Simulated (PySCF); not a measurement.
How methods differ on the ionisation energy of Fe

Fe [Ar] 3d6 4s2 (5D) → Fe⁺ [Ar] 3d6 4s1 (6D), as a difference of total energies. Computed with PySCF 2.14 in aug-cc-pVDZ, with no relativity, point nucleus. Correlated levels: valence: [Ar] frozen. The calculations carry no spin-orbit coupling.

Problem. Order these methods by the ionisation energy they give, lowest first.
A. SCS-MP2 (valence)
B. TPSS
C. MP2 (valence)
D. UHF

Solution. D (6.369 eV), C (7.394 eV), B (7.533 eV), A (7.566 eV).

These non-relativistic numbers lack the scalar-relativistic shift.

Errors of the correlated levels include the incompleteness of this basis and the frozen core.

MP2 underrates the near-degeneracy of ns² with np² in the lower species.

For comparison: 7.904 eV (measured; NIST levels, between the centres of gravity of the two terms).
